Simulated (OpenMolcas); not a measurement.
Re IV.

- Program: OpenMolcas
- Basis: ANO-RCC-VQZP [9s8p6d4f3g2h]
- Scalar Hamiltonian: DKH2, point nucleus
- Active space: 4 electrons in 10 orbitals (5d 6d)
- State averaging: 2S+1 = 5 even, 5 roots; 2S+1 = 3 even, 45 roots; 2S+1 = 1 even, 50 roots
- Spin-orbit coupling: state interaction with AMFI integrals over the reference wave functions, term energies averaged over their components

Two sets of levels on these reference wave functions, in cm-1 above 5d4 5D0: one from CASSCF and one from MS-CASPT2, IPEA 0.25 Eh, imaginary shift 0.1 Eh (closed shells correlated: 5s 5p).

| Level | Set 1 | Set 2 |
| --- | --- | --- |
| 5d4 5D0 [66 %] | 0.0 | 0.0 |
| 5d4 5D1 | 2590 | 3340 |
| 5d4 5D2 | 5340 | 6400 |
| 5d4 5D3 | 7860 | 8860 |
| 5d4 5D4 [75 %] | 10060 | 10680 |
| 5d4 3P0(1) [55 %] | 17430 | 15150 |
| 5d4 3H4 [58 %] | 18890 | 17780 |
| 5d4 3G3 [59 %] | 22910 | 20890 |
| 5d4 3H5 | 23060 | 21980 |
| 5d4 3P1(1) | 23610 | 20360 |
| 5d4 3F2(1) [71 %] | 24020 | 21010 |
| 5d4 3H6 | 25080 | 24000 |
| 5d4 3P2(1) [59 %] | 29420 | 25680 |
| 5d4 3F3(1) [54 %] | 30630 | 27970 |
| 5d4 3D3 [58 %] | 32980 | 29910 |
| 5d4 3G5 | 33350 | 31740 |

Problem. Which set is which?

Solution. Set 2 is MS-CASPT2. Its levels of the other terms of 5d4 lie at 0.86 to 0.96 of the other set's values, as expected, since terms of lower spin or lower L gain more correlation energy than the Hund ground term. Against 12 measured levels (the list in Brasseur, Gamrath and Quinet, At. Data Nucl. Data Tables 157, 101636 (2024)) the mean absolute deviation is 920 cm-1 with it and 2300 cm-1 without; single levels miss by up to 1700 cm-1 with it.

CASPT2 breaks the degeneracy within a term, and the mean is taken; among the terms shown or strongly mixed into the levels shown the widest spread is 830 cm-1 (5d4 1I, MS-CASPT2). Active for correlation alone: 6d; no level in the range computed is led by a configuration that fills it, so any true level of that kind is missing. Without dynamic correlation excited terms often stand tens of per cent too high (terms of higher spin than the ground term too low), and those without a measured partner can miss by more than the paired ones (holds for CASSCF). Some levels mix across a computed gap that differs much from the measured one, so their mixing is not that of the real levels (holds for CASSCF). The CASPT2 spread within a term exceeds the gap to the next term for 5d4 3D and 5d4 1I, so the order of their levels is uncertain (holds for MS-CASPT2). Computed and measured levels are paired by configuration, term and J; levels that our copy of the source lacks, or whose pairing is in doubt (as where it misses far off the trend of its configuration), stay unpaired and out of the deviations. Levels of configurations outside the active space are missing. The table leaves out levels that lie high or whose names do not pair safely across all columns.

A share in square brackets marks a mixed level and gives the weight of the term that names it, the lowest over the columns. A number in round brackets counts repeated terms of one configuration in the order of the reference energies.
